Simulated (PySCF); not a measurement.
```xyz
4
charge 0 multiplicity 1, angstrom
Nb    0.0000    0.0000    0.4363
N     0.0000    0.0000    2.0744
Br    2.3173    0.0000   -0.4409
Br   -2.3173    0.0000   -0.4409
```

Computed with PBE0/[Nb def2-TZVP with ECP28, N def2-TZVP, Br def2-TZVP], scalar-relativistic core potentials, density fitting, no spin–orbit coupling, PySCF.

This geometry of NbNBr₂ is a stationary point at this level.

**Question.** What is the point group?

**Answer.** C2v.

**Question.** Is it a minimum?

**Answer.** No: it has 1 imaginary mode, at 68i cm⁻¹ (b1).

**Question.** Which band is strongest in the infrared?

**Answer.** 1154 cm⁻¹ (a1), 114 km/mol.

**Question.** What are the dipole moment and the gap between the highest occupied and lowest empty levels?

**Answer.** 1.71 D and 4.03 eV.

Stability towards spin polarisation was not tested. Only a few start shapes were tried, so a lower isomer may exist. At this level a singlet minimum of Cs symmetry lies 8 kJ/mol below this structure.
